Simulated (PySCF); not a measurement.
C2H9FOSi2, SMILES C[Si@H](O)[C@H](F)[SiH3].

Geometry optimised at r2SCAN-D4/def2-SVP. The structure was generated by enumeration; whether it is a known compound was not checked. One conformer was computed; it need not be the lowest.

Level of theory: r2SCAN/def2-TZVP run with PySCF.

The molecule is in vacuum.

* **total energy**: -835.66823 hartree
* **highest occupied level**: -7.03 eV
* **lowest empty level**: -0.38 eV
* **orbital gap**: 6.65 eV
* **dipole moment**: 2.01 D
* **quadrupole, principal values (traceless, Buckingham form, about the centre of nuclear charge)**: -7.52, -2.57, 10.09 D·Å
* **mean static polarisability**: 80.6 bohr³ (11.95 Å³)
* **polarisability, principal values**: 73.1, 76.6, 92.2 bohr³
